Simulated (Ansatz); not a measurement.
Ideal-gas functions of CH$_{4}$ClGeN (`N=[C](Cl)[GeH3]`) at 800 K and 1 bar, from an Ansatz frequency run at PBE0-D4/def2-TZVP.

Molar mass 138.11 g/mol, point group Cs (symmetry number 1), electronic degeneracy 1, moments of inertia 78.002, 258.552, 330.156 u Å². Harmonic wavenumbers (cm⁻¹, unscaled): 106, 169, 320, 352, 503, 572, 623, 795, 817, 867, 878, 880, 1204, 1708, 2157, 2183, 2188, 3489.

Use S(trans) = R[1.5 ln M + 2.5 ln T − 1.1517]; rotational temperatures θ = 24.2544 K / I; S(rot) = R[ln(√π/σ · √(T³/θAθBθC)) + 1.5]; for each mode x = 1.438777 ν̃/T, S = R[x/(eˣ − 1) − ln(1 − e⁻ˣ)] and H = RT x/(eˣ − 1); 1 cm⁻¹ = 0.0119627 kJ/mol; R = 8.31446 J/(mol·K).

Question: By hand: the entropy, in J/(mol·K).

Answer: Translation 190.8. Rotation: θ = 0.3109, 0.0938, 0.0735 K, giving 126.1. Vibration, mode by mode: 22.11, 18.25, 13.02, 12.25, 9.43, 8.44, 7.79, 6.02, 5.82, 5.42, 5.33, 5.31, 3.35, 1.64, 0.85, 0.82, 0.82, 0.11, in all 126.8. Electronic 0.0. Sum 443.7 J/(mol·K).

Question: By hand: H − E and G − E in kJ/mol, counted from the electronic energy.

Answer: Zero-point energy ½ × 19811 × 0.0119627 = 118.5; thermal vibration 51.6; translation, rotation and pV give 4 RT = 26.6. H − E = 196.7 kJ/mol, and G − E = 196.7 − 800 × 443.7/1000 = -158.3 kJ/mol.

Vibration gives 29 % of the entropy, 22.1 J/(mol·K) of it from the mode under 150 cm⁻¹: soft modes count most, and the harmonic formula is weakest for them. The sum counts one conformer and one mirror image; others add a mixing term.
